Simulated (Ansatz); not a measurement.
K6⁻, relaxed as a doublet with UKS r2SCAN/def2-SVPD in Ansatz, starting from the GFN2-xTB geometry. Force threshold 0.02 eV/Å.

The charge -1 doublet is spin-contaminated (final ⟨S²⟩ up to 1.38, 0.75 for a pure state). The relaxation made no stability test and no search for a lower SCF solution. Another isomer (doublet) lies 0.03 eV lower at PBE0/def2-TZVPD; other spin states weren't run for this one.

Start:

```xyz
6

K     3.039   -2.536   -0.835
K    -0.047    4.022    2.059
K     1.351    0.629   -2.027
K    -0.267   -2.395    3.643
K    -1.733   -1.089   -3.895
K    -2.343    1.369    1.054
```

```csv
step,energy (eV),largest force component (eV/Å),SCF passes
1,-97930.3377,0.421,43
2,-97930.4388,0.390,56
3,-97930.6057,0.240,54
4,-97930.7418,0.124,56
5,-97930.8208,0.097,59
6,-97930.8738,0.051,63
7,-97930.9138,0.057,63
8,-97930.9516,0.061,65
9,-97930.9853,0.056,63
10,-97931.0118,0.040,61
11,-97931.0297,0.021,57
12,-97931.0428,0.014,54
13,-97931.0481,0.021,52
14,-97931.0531,0.018,43
15,-97931.0644,0.017,42
16,-97931.0788,0.023,44
17,-97931.0932,0.020,43
18,-97931.1042,0.014,42
19,-97931.1084,0.010,41
```

Force components are those of the run's own axes.

End:

Cartesian coordinates in Å:
```
K 2.9494 -2.7226 -0.9265
K 0.5985 3.0045 2.6731
K 1.3383 1.4723 -1.4365
K -0.2150 -1.3371 2.0259
K -1.6210 -2.0425 -2.2685
K -3.0502 1.6254 -0.0674
```

Bonds formed: K1–K4, K1–K5, K2–K3, K2–K4, K3–K4, K4–K5, K5–K6 (atoms count from 1). Metal–metal contacts that move far: K2–K6 3.65 to 4.77 Å, K3–K5 3.99 to 4.67 Å.

The force fell under the threshold at step 12, but the optimiser went on and released 0.066 eV more. No frequencies were taken in this run, so the end may be a saddle point.

It took 4.8 min on 4 threads of AMD EPYC 7B13 on a shared host, peak host memory 0.57 GiB.
